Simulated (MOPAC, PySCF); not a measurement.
The scaffold HS-X carries different groups X. Gas-phase values, no solvent. One relaxed conformer stands for each flexible species; it need not be the lowest. Strings in code marks are SMILES.

Quantity: electronic energy of isomers of CHNS relative to `N#CS`, in kcal/mol. Semi-empirical values (MOPAC) are differences of heats of formation.

Level 1: B3LYP/3-21G // B3LYP-D3(BJ)/def2-TZVP (PySCF)
Level 2: B3LYP/6-311+G** // B3LYP-D3(BJ)/def2-TZVP (PySCF)
Level 3: HF/6-31G* // B3LYP-D3(BJ)/def2-TZVP (PySCF)
Level 4: PM7 // B3LYP-D3(BJ)/def2-TZVP (MOPAC)

| species | level 2 | level 3 | level 4 |
|---|---|---|---|
| `[C-]#[N+]S` | 30.3 | 26.7 | 19.7 |

**Question.** What does level 1 give for each?

**Answer.** 
- `[C-]#[N+]S`: 30.5
